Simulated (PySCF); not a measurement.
Compound: C5H16N2Si2.
SMILES with atom numbers: `[NH2:1][Si@@H:2]([CH2:3][SiH3:4])[N:5]1[CH2:6][CH2:7][CH2:8][CH2:9]1` (hydrogens: H10, H11 on N1; H12 on Si2; H13, H14 on C3; H15, H16, H17 on Si4; H18, H19 on C6; H20, H21 on C7; H22, H23 on C8; H24, H25 on C9)

The same species was optimised twice, with GFN2-xTB and with PBE0-D3(BJ)/def2-SVP (PySCF), and the same property calculations (PySCF, gas phase) were run on both structures.

| coordinate | GFN2-xTB | PBE0-D3(BJ)/def2-SVP | change |
| --- | --- | --- | --- |
| Si2–C3 (Å) | 1.902 | 1.882 | -0.020 |
| Si2–N5 (Å) | 1.722 | 1.732 | +0.010 |
| C3–Si4 (Å) | 1.889 | 1.879 | -0.010 |
| C7–C8 (Å) | 1.538 | 1.544 | +0.006 |
| N5–C6 (Å) | 1.446 | 1.450 | +0.004 |
| N5–C9 (Å) | 1.445 | 1.448 | +0.003 |
| C6–C7 (Å) | 1.537 | 1.539 | +0.002 |
| C8–C9 (Å) | 1.539 | 1.541 | +0.002 |
| N1–Si2 (Å) | 1.728 | 1.727 | -0.001 |
| N1–Si2–N5 (°) | 103.1 | 107.3 | +4.2 |
| Si2–N5–C9 (°) | 122.1 | 126.1 | +4.0 |
| Si2–N5–C6 (°) | 120.1 | 122.8 | +2.7 |
| Si2–C3–Si4 (°) | 113.1 | 111.2 | -1.9 |
| N1–Si2–C3 (°) | 116.8 | 115.1 | -1.7 |
| C6–N5–C9 (°) | 103.9 | 105.5 | +1.6 |
| C3–Si2–N5 (°) | 107.1 | 107.8 | +0.7 |
| C7–C8–C9 (°) | 103.9 | 104.4 | +0.5 |
| N1–Si2–C3–Si4 (°) | -50 | -33 | +17 |
| N1–Si2–N5–C6 (°) | 51 | 50 | -1 |

Rotational constants: A = 2485, B = 594.0, C = 519.3 MHz (GFN2-xTB) against A = 2572, B = 580.5, C = 505.0 MHz (PBE0-D3(BJ)/def2-SVP). Point groups within 0.08 Å: C1 and C1.

On the GFN2-xTB structure: HOMO (eV) -6.40 [PBE0/pcSseg-1]; LUMO (eV) 0.87 [PBE0/pcSseg-1]; dipole (D) 0.90 [PBE0/pcSseg-1]; GIAO shielding of N1 (ppm) 246.7 [PBE0/pcSseg-1]; GIAO shielding of Si2 (ppm) 369.3 [PBE0/pcSseg-1]; GIAO shielding of C3 (ppm) 190.2 [PBE0/pcSseg-1]; GIAO shielding of Si4 (ppm) 428.2 [PBE0/pcSseg-1]; GIAO shielding of N5 (ppm) 202.5 [PBE0/pcSseg-1]; GIAO shielding of C6/C9 (mean) (ppm) 136.4 [PBE0/pcSseg-1]; GIAO shielding of C7/C8 (mean) (ppm) 159.9 [PBE0/pcSseg-1].

Problem. What do these properties become on the PBE0-D3(BJ)/def2-SVP structure?

Solution. 
```csv
property,level,on GFN2-xTB,on PBE0-D3(BJ)/def2-SVP,change
HOMO (eV),PBE0/pcSseg-1,-6.40,-6.27,+0.13
LUMO (eV),PBE0/pcSseg-1,0.87,0.95,+0.08
dipole (D),PBE0/pcSseg-1,0.90,1.03,+0.13
"energy, GFN2-xTB geometry as zero (kcal/mol)",PBE0/pcSseg-1,0.0,-3.7,-3.7
GIAO shielding of N1 (ppm),PBE0/pcSseg-1,246.7,242.4,-4.3
GIAO shielding of Si2 (ppm),PBE0/pcSseg-1,369.3,378.2,+8.9
GIAO shielding of C3 (ppm),PBE0/pcSseg-1,190.2,190.7,+0.5
GIAO shielding of Si4 (ppm),PBE0/pcSseg-1,428.2,424.6,-3.6
GIAO shielding of N5 (ppm),PBE0/pcSseg-1,202.5,198.4,-4.1
GIAO shielding of C6/C9 (mean) (ppm),PBE0/pcSseg-1,136.4,135.5,-0.9
GIAO shielding of C7/C8 (mean) (ppm),PBE0/pcSseg-1,159.9,157.6,-2.3
```

The heavy atoms differ by 0.182 Å rms after alignment. Among the bonds compared Si2–C3 changes most (-0.020 Å). Changes are differences of the printed values. Neither structure is proved a minimum here.
